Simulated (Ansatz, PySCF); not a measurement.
CH3O, charge +1, singlet, at a GFN2-xTB geometry. Base run: CCSD(T)/STO-3G (PySCF).

Input for PySCF:
```python
from pyscf import gto, scf, cc

mol = gto.M(
    atom='''
C    -0.58152487    0.19211987    0.00229310
O     0.54730089   -0.27552580    0.00069148
H    -1.41942885   -0.51991072    0.03534883
H    -0.82073869    1.26382584   -0.02663036
H     1.35090961    0.30757208   -0.02800891
''',
    basis='sto-3g',
    charge=1,
    verbose=4,
)

mf = scf.RHF(mol)
mf.kernel()

mycc = cc.CCSD(mf)
mycc.kernel()
et = mycc.ccsd_t()
print('E(CCSD(T)) = %.10f' % (mycc.e_tot + et))
```

The same geometry, method and basis name were run in Ansatz (a first-principles code) and PySCF, at each program's defaults and at the settings that a row names. The base is PySCF at its defaults. Differences at the defaults can come from grids, fitting, cores and function types together.

```csv
code and settings,ΔE vs base (mEh),basis functions,E (Eh),SCF cycles
"PySCF, defaults (exact integrals, spherical functions, all electrons correlated)",0.000,13,-112.84089,8
"Ansatz, defaults (factorised integrals, spherical functions, frozen core)",0.464,13,-112.84043,-
"PySCF, frozen core",0.463,13,-112.84043,8
"Ansatz, high accuracy, frozen core",0.463,13,-112.84043,-
```
